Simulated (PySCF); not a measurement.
Homolysis of single bonds, series B F-Br. Isolated molecules, 0 K electronic values unless said otherwise. Strings in code marks are SMILES.

The dipole moment from two functionals at the same geometries (PBE0-D4/def2-TZVP), both in PySCF: PBE-D3(BJ)/def2-TZVP and B3LYP-D3(BJ)/def2-TZVP. B3LYP has the VWN-RPA correlation part, as in Gaussian. 

```json
[
 {"species": "radical fragment (`F[B]F`)", "PBE-D3(BJ)/def2-TZVP (D)": "0.14", "B3LYP-D3(BJ)/def2-TZVP (D)": "0.29"},
 {"species": "whole molecule (`FB(F)Br`)", "PBE-D3(BJ)/def2-TZVP (D)": "0.23", "B3LYP-D3(BJ)/def2-TZVP (D)": "0.29"},
 {"species": "whole molecule (`FB(Br)Br`)", "PBE-D3(BJ)/def2-TZVP (D)": "0.29", "B3LYP-D3(BJ)/def2-TZVP (D)": "0.33"},
 {"species": "whole molecule (`BrB(Br)Br`)", "PBE-D3(BJ)/def2-TZVP (D)": "0.00", "B3LYP-D3(BJ)/def2-TZVP (D)": "0.00"}
]
```

Over these rows, drawn at random from the members with no instability flagged (it was tested for open shells, ions and some series alone), PBE minus B3LYP-D3(BJ): mean -0.06 D, from -0.16 D to 0.00 D.
